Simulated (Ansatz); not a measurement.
O3 (SMILES O=[O+][O-]), charge 0, multiplicity 1, relaxed at each level with Ansatz (an electronic-structure program); harmonic frequencies from differences of analytic forces, average atomic masses, frozen cores.

Q: Give the equilibrium geometry, the harmonic frequencies and the zero-point energy at r2SCAN/def2-TZVPP.

A: 
(charge 0, multiplicity 1):
```xyz
3

O     -1.0747    -0.2425     0.0000
O     -0.0107     0.4314     0.0000
O      1.0854    -0.1889     0.0000
```
Frequencies (cm⁻¹): 748, 1146, 1239. Zero-point energy 4.48 kcal/mol.

Q: Give the equilibrium geometry, the harmonic frequencies and the zero-point energy at MP2/cc-pVTZ.

A: 
(charge 0, multiplicity 1):
| atom | x (Å) | y (Å) | z (Å) |
|---|---|---|---|
| O | -1.0864 | -0.2517 | 0.0000 |
| O | -0.0112 | 0.4492 | 0.0000 |
| O | 1.0975 | -0.1974 | 0.0000 |
Frequencies (cm⁻¹): 743, 1166, 2241. Zero-point energy 5.93 kcal/mol.

Doubts at one or more of the structures used: a restricted determinant that unrestricted orbitals would lower (MP2/cc-pVTZ).
